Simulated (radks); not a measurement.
Question: All-electron atom: Cs14+ in [Kr] 4d5. Calculated with a radial shooting solver on a logarithmic mesh with Libxc functionals: Dirac Kohn-Sham, PBE, spin-unpolarised, spherical densities, finite nucleus; open shells fill j = l - 1/2 first; Fermi nuclear charge, rms radius 4.8041 fm. Some entries of the table are withheld. Estimate them.

orbital  occ.  eigenvalue (hartree)  <r^2> (bohr^2)  <1/r> (bohr^-1)
1s1/2       2             -1325.611       0.0009251            59.40
2s1/2       2             -217.2228         0.01476            13.92
2p1/2       2             -205.0390         0.01088              (1)
2p3/2       4             -192.0875         0.01215              (2)
3s1/2       2             -53.61295          0.1015            5.006
3p1/2       2                   (3)         0.09612            4.919
3p3/2       4                   (4)          0.1038            4.630
3d3/2       4             -37.12989         0.08595              (5)
3d5/2       6             -36.59640         0.08815              (6)
4s1/2       2             -18.01880             (7)            2.129
4p1/2       2             -16.12704          0.5283              (8)
4p3/2       4             -15.55102          0.5622              (9)
4d3/2       4             -12.40966            (10)            1.785
4d5/2       1             -12.30161            (11)            1.764
5s1/2       0              -8.53499           1.855            1.073
5p1/2       0              -7.80056           2.025            1.024
5p3/2       0              -7.61825           2.119           0.9931

Answer: 
(1) 2p1/2 <1/r> (bohr^-1): 13.90
(2) 2p3/2 <1/r> (bohr^-1): 12.73
(3) 3p1/2 eigenvalue (hartree): -48.53129
(4) 3p3/2 eigenvalue (hartree): -46.03002
(5) 3d3/2 <1/r> (bohr^-1): 4.491
(6) 3d5/2 <1/r> (bohr^-1): 4.417
(7) 4s1/2 <r^2> (bohr^2): 0.5008
(8) 4p1/2 <1/r> (bohr^-1): 2.041
(9) 4p3/2 <1/r> (bohr^-1): 1.953
(10) 4d3/2 <r^2> (bohr^2): 0.6276
(11) 4d5/2 <r^2> (bohr^2): 0.6386
